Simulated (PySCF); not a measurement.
H₃Ge (SMILES [GeH3]), doublet, at a GFN2-xTB geometry; R2SCAN/6-31G in PySCF.

Input for PySCF:
```python
from pyscf import gto, scf, dft

mol = gto.M(
    atom='''
Ge    0.001800   -0.000703    0.057335
H    -0.824529   -1.122936   -0.600156
H    -0.594844    1.270069   -0.578019
H     1.361776   -0.124632   -0.656548
''',
    basis='6-31g',
    charge=0,
    spin=1,
    verbose=4,
)

mf = dft.UKS(mol)
mf.xc = 'r2scan'
mf.grids.atom_grid = (30, 110)
mf.kernel()
mf.analyze()
```

Write the output that PySCF gives for this input, abridged.


```
PySCF version 2.14.0

[INPUT] verbose = 4
[INPUT] num. atoms = 4
[INPUT] num. electrons = 35
[INPUT] charge = 0
[INPUT] spin (= nelec alpha-beta = 2S) = 1
[INPUT] symmetry False subgroup None
[INPUT] Mole.unit = angstrom
[INPUT] Symbol           X                Y                Z      unit          X                Y                Z       unit  Magmom
[INPUT]  1 Ge     0.001800000000  -0.000703000000   0.057335000000 AA    0.003401507024  -0.001328477466   0.108347447352 Bohr   0.0
[INPUT]  2 H     -0.824529000000  -1.122936000000  -0.600156000000 AA   -1.558133991762  -2.122041495415  -1.134130472014 Bohr   0.0
[INPUT]  3 H     -0.594844000000   1.270069000000  -0.578019000000 AA   -1.124092246841   2.400082569300  -1.092297604795 Bohr   0.0
[INPUT]  4 H      1.361776000000  -0.124632000000  -0.656548000000 AA    2.573383683006  -0.235520346357  -1.240695907631 Bohr   0.0

nuclear repulsion = 33.6277158630268
number of shells = 17
number of NR pGTOs = 102
number of NR cGTOs = 33
basis = 6-31g
ecp = {}

******** <class 'pyscf.dft.uks.UKS'> ********
method = UKS
initial guess = minao
damping factor = 0
level_shift factor = 0
DIIS = <class 'pyscf.scf.diis.CDIIS'>
diis_start_cycle = 1
diis_space = 8
diis_damp = 0
SCF conv_tol = 1e-09
SCF conv_tol_grad = None
SCF max_cycles = 50
direct_scf = True
direct_scf_tol = 1e-13
number electrons alpha = 18  beta = 17
XC library pyscf.dft.libxc version 7.1.2
    S. Lehtola, C. Steigemann, M. J. T. Oliveira, and M. A. L. Marques,  SoftwareX 7, 1–5 (2018)
XC functionals = r2scan
    J. W. Furness, A. D. Kaplan, J. Ning, J. P. Perdew, and J. Sun,  J. Phys. Chem. Lett. 11, 8208–8215 (2020)
    J. W. Furness, A. D. Kaplan, J. Ning, J. P. Perdew, and J. Sun,  J. Phys. Chem. Lett. 11, 9248–9248 (2020)
    J. W. Furness, A. D. Kaplan, J. Ning, J. P. Perdew, and J. Sun,  J. Phys. Chem. Lett. 11, 8208–8215 (2020)
    J. W. Furness, A. D. Kaplan, J. Ning, J. P. Perdew, and J. Sun,  J. Phys. Chem. Lett. 11, 9248–9248 (2020)
radial grids:
    Treutler-Ahlrichs [JCP 102, 346 (1995); DOI:10.1063/1.469408] (M4) radial grids

becke partition: Becke, JCP 88, 2547 (1988); DOI:10.1063/1.454033
pruning grids: <function nwchem_prune>
grids dens level: 3
symmetrized grids: False
atomic radii adjust function: <function treutler_atomic_radii_adjust>
User specified grid scheme (30, 110)
small_rho_cutoff = 0
Set gradient conv threshold to 3.16228e-05
tot grids = 9864
init E= -2077.61069490281

cycle= 1 E= -2078.35334531667  delta_E= -0.743  |g|= 0.0521  |ddm|= 1.21
cycle= 2 E= -2078.35494050546  delta_E= -0.0016  |g|= 0.0239  |ddm|= 0.122
cycle= 3 E= -2078.3554757881  delta_E= -0.000535  |g|= 0.00637  |ddm|= 0.0547
cycle= 4 E= -2078.35551886296  delta_E= -4.31e-05  |g|= 0.00352  |ddm|= 0.0164
cycle= 5 E= -2078.35552303959  delta_E= -4.18e-06  |g|= 0.000609  |ddm|= 0.00316
cycle= 6 E= -2078.35552401096  delta_E= -9.71e-07  |g|= 0.000148  |ddm|= 0.00268
cycle= 7 E= -2078.35552405776  delta_E= -4.68e-08  |g|= 2.18e-05  |ddm|= 0.000624
cycle= 8 E= -2078.35552405834  delta_E= -5.77e-10  |g|= 3.7e-06  |ddm|= 6.39e-05
Extra cycle  E= -2078.35552405835  delta_E= -1.68e-11  |g|= 1.81e-06  |ddm|= 1.24e-05
converged SCF energy = -2078.35552405835  <S^2> = 0.75142878  2S+1 = 2.0014283
**** SCF Summaries ****
Total Energy =                       -2078.355524058353694
Nuclear Repulsion Energy =              33.627715863026815
One-electron Energy =                -2963.841812464830582
Two-electron Energy =                  851.858572543450123
Two-electron Coulomb Energy =          932.023790298340941
DFT Exchange-Correlation Energy =      -80.165217754890847
**** MO energy ****
                             alpha | beta                alpha | beta
MO #1   energy= -398.123926848902  | -398.122213090472  occ= 1 | 1
MO #2   energy= -49.5639188676961  | -49.5641042186478  occ= 1 | 1
MO #3   energy= -44.0369012566327  | -44.0352754269984  occ= 1 | 1
MO #4   energy= -44.0354290715135  | -44.0351050971485  occ= 1 | 1
MO #5   energy= -44.0354259538411  | -44.0351024640011  occ= 1 | 1
MO #6   energy= -6.11820270804952  | -6.11634971099766  occ= 1 | 1
MO #7   energy= -4.27063973407132  | -4.26695678811872  occ= 1 | 1
MO #8   energy= -4.26750584885007  | -4.26609257278469  occ= 1 | 1
MO #9   energy= -4.26750342539227  | -4.26608726905912  occ= 1 | 1
MO #10  energy= -1.06628557354997  | -1.06317637364436  occ= 1 | 1
MO #11  energy= -1.06625942314139  | -1.06312881848449  occ= 1 | 1
MO #12  energy= -1.06373150489236  | -1.05904622906201  occ= 1 | 1
MO #13  energy= -1.06059437225222  | -1.05787023138978  occ= 1 | 1
MO #14  energy= -1.0605891872338   | -1.05786772653973  occ= 1 | 1
MO #15  energy= -0.527932932772684 | -0.50304229125231  occ= 1 | 1
MO #16  energy= -0.31943735169078  | -0.308672685054323 occ= 1 | 1
MO #17  energy= -0.31941173015741  | -0.308645485219483 occ= 1 | 1
MO #18  energy= -0.226663372853347 | -0.142941831985224 occ= 1 | 0
MO #19  energy= 0.0386134486968857 | 0.0655006003481265 occ= 0 | 0
MO #20  energy= 0.0386576844243757 | 0.0655521896070067 occ= 0 | 0
MO #21  energy= 0.0779406137942389 | 0.0928931707930958 occ= 0 | 0
MO #22  energy= 0.159542584204367  | 0.179565278174961  occ= 0 | 0
MO #23  energy= 0.186601816305868  | 0.205369807237118  occ= 0 | 0
MO #24  energy= 0.186626172512466  | 0.205400239475092  occ= 0 | 0
MO #25  energy= 0.203796246761442  | 0.23781091377215   occ= 0 | 0
MO #26  energy= 0.955958811784574  | 0.965511628492378  occ= 0 | 0

To work with the spin densities directly, `use mulliken_meta_spin()` only printing them here.

 ** Mulliken spin pop alpha/beta on meta-lowdin orthogonal AOs **
 ** Mulliken Spin Density (per AO)  **
spin_pop of  0 Ge 1s        0.00000
spin_pop of  0 Ge 2s        0.00000
spin_pop of  0 Ge 3s        0.00001
spin_pop of  0 Ge 4s        0.16887
spin_pop of  0 Ge 5s        0.00053
spin_pop of  0 Ge 2px       0.00000
spin_pop of  0 Ge 2py       0.00000
spin_pop of  0 Ge 2pz       0.00000
spin_pop of  0 Ge 3px      -0.00000
spin_pop of  0 Ge 3py      -0.00000
spin_pop of  0 Ge 3pz       0.00004
spin_pop of  0 Ge 4px       0.02132
spin_pop of  0 Ge 4py       0.02066
spin_pop of  0 Ge 4pz       0.75868
spin_pop of  0 Ge 5px       0.00027
spin_pop of  0 Ge 5py       0.00027
spin_pop of  0 Ge 5pz      -0.00097
spin_pop of  0 Ge 3dxy     -0.00010
spin_pop of  0 Ge 3dyz     -0.00029
spin_pop of  0 Ge 3dz^2    -0.00001
spin_pop of  0 Ge 3dxz     -0.00031
spin_pop of  0 Ge 3dx2-y2   -0.00008
spin_pop of  0 Ge 4dxy     -0.00002
spin_pop of  0 Ge 4dyz     -0.00007
spin_pop of  0 Ge 4dz^2     0.00000
spin_pop of  0 Ge 4dxz     -0.00007
spin_pop of  0 Ge 4dx2-y2   -0.00001
spin_pop of  1 H 1s        0.01022
spin_pop of  1 H 2s        0.00018
spin_pop of  2 H 1s        0.01021
spin_pop of  2 H 2s        0.00018
spin_pop of  3 H 1s        0.01031
spin_pop of  3 H 2s        0.00018
 ** Mulliken Spin Density (per atom)  **
spin density of  0 Ge =      0.96872
spin density of  1 H =      0.01040
spin density of  2 H =      0.01039
spin density of  3 H =      0.01049
 ** Mulliken pop alpha/beta on meta-lowdin orthogonal AOs **
 ** Mulliken pop       alpha | beta **
pop of  0 Ge 1s        1.00000 | 1.00000
pop of  0 Ge 2s        0.99999 | 0.99999
pop of  0 Ge 3s        0.99988 | 0.99987
pop of  0 Ge 4s        0.74495 | 0.57608
pop of  0 Ge 5s        0.00241 | 0.00189
pop of  0 Ge 2px       1.00000 | 1.00000
pop of  0 Ge 2py       1.00000 | 1.00000
pop of  0 Ge 2pz       1.00000 | 1.00000
pop of  0 Ge 3px       0.99995 | 0.99996
pop of  0 Ge 3py       0.99995 | 0.99996
pop of  0 Ge 3pz       0.99996 | 0.99993
pop of  0 Ge 4px       0.44978 | 0.42846
pop of  0 Ge 4py       0.44946 | 0.42880
pop of  0 Ge 4pz       0.78161 | 0.02293
pop of  0 Ge 5px       0.00541 | 0.00514
pop of  0 Ge 5py       0.00541 | 0.00514
pop of  0 Ge 5pz       0.00060 | 0.00157
pop of  0 Ge 3dxy      0.99878 | 0.99887
pop of  0 Ge 3dyz      0.99891 | 0.99920
pop of  0 Ge 3dz^2     0.99957 | 0.99959
pop of  0 Ge 3dxz      0.99876 | 0.99908
pop of  0 Ge 3dx2-y2    0.99890 | 0.99897
pop of  0 Ge 4dxy      0.00014 | 0.00015
pop of  0 Ge 4dyz      0.00009 | 0.00016
pop of  0 Ge 4dz^2     0.00005 | 0.00004
pop of  0 Ge 4dxz      0.00011 | 0.00018
pop of  0 Ge 4dx2-y2    0.00013 | 0.00014
pop of  1 H 1s        0.52071 | 0.51049
pop of  1 H 2s        0.00103 | 0.00084
pop of  2 H 1s        0.52069 | 0.51048
pop of  2 H 2s        0.00102 | 0.00084
pop of  3 H 1s        0.52072 | 0.51041
pop of  3 H 2s        0.00102 | 0.00084
In total            18.00000 | 17.00000
 ** Mulliken atomic charges   ( Nelec_alpha | Nelec_beta ) **
charge of  0Ge =      0.09912  (    16.43480     15.46608 )
charge of  1H =     -0.03307  (     0.52174      0.51134 )
charge of  2H =     -0.03304  (     0.52171      0.51132 )
charge of  3H =     -0.03300  (     0.52175      0.51126 )
Dipole moment(X, Y, Z, Debye):  0.01270, -0.00426,  0.39303
```
